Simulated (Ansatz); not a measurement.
Ansatz (a quantum-chemistry and plane-wave program) input (B3LYP/6-31G*):

Ansatz 0.2 input:
```yaml
crystal:
  periodic: [false, false, false]
  atoms:
    - {symbol: C, position_ang: [-0.47133365, 0.09891188, 0.04950497]}
    - {symbol: N, position_ang: [0.73555213, -0.15435954, -0.07725628]}
    - {symbol: H, position_ang: [-1.34879142, -0.66470506, 0.14317635]}
    - {symbol: H, position_ang: [-0.97207166, 1.15175056, 0.10058782]}
basis:
  gaussian:
    orbitals: 6-31G*
hamiltonian:
  xc: {name: B3LYP}
total_charge: -1
phonons: {temperatures: {t_min: 298.15, t_max: 298.15, t_step: 100}}
```

Task: Which harmonic wavenumbers does it give?

Result: 1001, 1183, 1553, 1774, 2065, 2399 cm⁻¹ (unscaled; negative means imaginary).
